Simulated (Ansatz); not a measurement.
Results of the Gaussian-basis code of Ansatz.

C₆H₁₈FGeN₃, SMILES `C[N](C)[Ge]([F])([N](C)C)[N](C)C` at its PBE0-D4/def2-TZVP geometry, where that method's forces vanish. Charge 0, multiplicity 1.

```tsv
atom	x (Å)	y (Å)	z (Å)
C1	-0.214	1.848	1.528
N2	-1.097	1.225	0.571
C3	-1.988	2.154	-0.082
Ge4	-0.508	-0.250	-0.316
F5	-1.865	-0.656	-1.340
N6	-0.094	-1.490	0.923
C7	-0.852	-1.611	2.143
C8	0.658	-2.672	0.578
N9	0.879	-0.176	-1.493
C10	2.189	0.156	-0.987
C11	0.655	0.265	-2.849
H12	0.426	2.625	1.080
H13	-0.796	2.326	2.327
H14	0.436	1.104	1.993
H15	-1.454	2.951	-0.622
H16	-2.633	2.639	0.661
H17	-2.630	1.630	-0.790
H18	-0.184	-1.762	3.002
H19	-1.435	-0.706	2.320
H20	-1.548	-2.462	2.112
H21	1.166	-2.534	-0.377
H22	1.415	-2.886	1.344
H23	0.013	-3.558	0.495
H24	2.307	-0.202	0.039
H25	2.391	1.239	-0.994
H26	2.965	-0.324	-1.597
H27	1.376	-0.215	-3.522
H28	0.770	1.354	-2.969
H29	-0.346	-0.013	-3.178
```

For each bond, give half the difference of the two atoms' forces along it (eV/Å; positive pushes the atoms apart) under PBE-D4, r2SCAN-D4, B3LYP-D4, ωB97M-V in def2-TZVPP. (An estimate is asked.)

The calculation gave: 
```
   bond  length (Å)  PBE-D4  r2SCAN-D4  B3LYP-D4  ωB97M-V
  C1–N2       1.443    0.02       0.16      0.17     0.23
 C1–H12       1.102    0.11      -0.03     -0.06    -0.10
 C1–H14       1.093    0.08      -0.05     -0.12    -0.07
 C3–H15       1.102    0.11      -0.03     -0.06    -0.10
  N6–C7       1.442    0.02       0.16      0.17     0.23
 C7–H18       1.098    0.11      -0.04     -0.07    -0.10
 C8–H22       1.098    0.11      -0.04     -0.07    -0.10
 N9–C10       1.443    0.02       0.16      0.17     0.23
 N9–C11       1.443    0.02       0.16      0.17     0.23
C10–H24       1.093    0.08      -0.05     -0.12    -0.07
C10–H25       1.102    0.11      -0.03     -0.06    -0.10
C10–H26       1.098    0.11      -0.03     -0.08    -0.10
C11–H27       1.097    0.11      -0.03     -0.08    -0.10
C11–H28       1.102    0.11      -0.03     -0.06    -0.10
```

B3LYP here is the variant with VWN-RPA as its local correlation; programs differ in this.
